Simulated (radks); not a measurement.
The numbers below are computed, except where a source is named.
Problem. The lanthanum ion La53+, [He] 2s2. Code: a radial shooting solver on a logarithmic mesh with Libxc functionals. Model: non-relativistic Kohn-Sham, exchange-only B88, spin-polarised, spherical densities, point nucleus. Every spin shell is full or empty, so the densities are truly spherical. Functionals are evaluated on that one density, not self-consistently. Rank these orbital-free kinetic functionals by their error against the exact value of the orbitals, and give that value: Thomas-Fermi, TF + vW/9, LC94, APBEK, revAPBEK, Perdew 92, Thakkar, LKT.

Solution. Exact: 3972.47 hartree. From best to worst, with 100 (|E| - |E exact|)/|E exact| (equal figures are ties): revAPBEK -0.88, Thakkar -1.50, APBEK -1.61, LC94 -1.65, Perdew 92 -1.70, TF + vW/9 -1.71, Thomas-Fermi -11.29, LKT +47.63.
